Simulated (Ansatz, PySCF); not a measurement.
Ways to break one bond of N[Si](N)(O)O:

A. N[Si](N)(O)O → [NH][Si](N)(O)O + H atom
B. N[Si](N)(O)O -> N[Si](N)([O])O + H atom
C. N[Si](N)(O)O -> N[Si](N)O + [OH] (HO)
D. N[Si](N)(O)O -> [NH2] (NH2) + N[Si](O)O

Quantity: bond dissociation energy (enthalpy at 298 K, with B3LYP-D3(BJ) rigid-rotor harmonic-oscillator terms), kJ/mol. Structures are relaxed separately at B3LYP-D3(BJ)/def2-TZVP in Ansatz (a quantum-chemistry and plane-wave program), one conformer each, not searched for the lowest. Frequencies are from Ansatz or PySCF. Cores are frozen in the correlated levels unless marked. Open shells are spin-unrestricted. No spin-orbit coupling. Non-relativistic. Basis-set limits of correlation are two-point, X^-3; Hartree-Fock from the larger set. The bracket is a focal-point correction in the basis named.

Task: Rank them by bond dissociation energy at RI-MP2/CBS(cc-pV(T+d)Z,cc-pV(Q+d)Z)+[CCSD(T)-MP2]/cc-pV(T+d)Z (Ansatz), lowest first.

Result: A (475.5 kJ/mol), D (488.3 kJ/mol), B (508.7 kJ/mol), C (579.8 kJ/mol)
